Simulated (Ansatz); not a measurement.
BrH$_{2}$NSi (`N[Si]Br`). Charge 0, multiplicity 1. All single points use the PBE0-D4/def2-TZVP geometry. It is one conformer, not always the lowest.

```xyz
5

N    -0.412   -0.532    0.120
Si   -0.279    1.120    0.500
Br    1.645    1.561   -0.641
H     0.227   -1.066   -0.451
H    -1.181   -1.083    0.471
```

What is the dipole moment at ωB97M-V/def2-TZVPP? (Best estimate.)

Ansatz gave: 2.91 D, with components (-1.69, -2.33, 0.45) D in this frame, pointing from negative to positive charge.

And with PBE, r2SCAN, B3LYP? (Best estimate.)

Ansatz gave: PBE 2.83 D, r2SCAN 2.91 D, B3LYP 2.86 D.

Give the Mulliken charges with ωB97M-V, PBE, r2SCAN in def2-TZVPP. (Best estimate.)

Ansatz gave: 
```csv
atom,ωB97M-V,PBE,r2SCAN
N1,-0.27,-0.29,-0.36
Si2,0.28,0.23,0.31
Br3,-0.27,-0.26,-0.29
H4,0.13,0.16,0.17
H5,0.13,0.16,0.17
```

B3LYP here is the variant with VWN-RPA as its local correlation; programs differ in this.
